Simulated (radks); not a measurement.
These are the eigenvalues of the occupied orbitals of an atom or ion with whole-number occupations (eV). Calculated with a radial shooting solver on a logarithmic mesh with Libxc functionals: scalar-relativistic Kohn-Sham, exchange-only B88, spin-polarised, spherical densities, finite nucleus; Fermi nuclear charge, rms radius of each element as measured or else 0.836 A^(1/3) + 0.57 fm.

1s down: -78451.04
1s up: -78451.04
2s up: -13819.91
2s down: -13819.74
2p up: -11987.39
2p down: -11987.25
3s up: -3279.957
3s down: -3279.882
3p up: -2746.031
3p down: -2745.949
3d up: -2165.863
3d down: -2165.731
4s up: -739.4073
4s down: -739.2206
4p up: -564.1957
4p down: -564.0184
4d up: -351.0574
4d down: -350.8497
4f up: -113.9927
4f down: -113.6859
5p up: -95.4539
5p down: -93.8242
5d up: -40.7832
5d down: -38.8219
5f up: -7.5582

Which element is it, and in what charge state? The configuration may be excited. Open shells, if any, are filled with parallel spins first.

Answer. Z = 78, platinum, charge +2: Pt2+ in [Kr] 4d10 4f14 5p6 5d8 5f2. The list shows which subshells hold electrons but not how many an open one holds; the 1s level, -2883 hartree, gives Z - s = 75.9 by -(Z - s)^2/2, which with screening and relativity narrows Z to a few neighbours, and the depths of the outer levels then fix element, charge and occupations together.
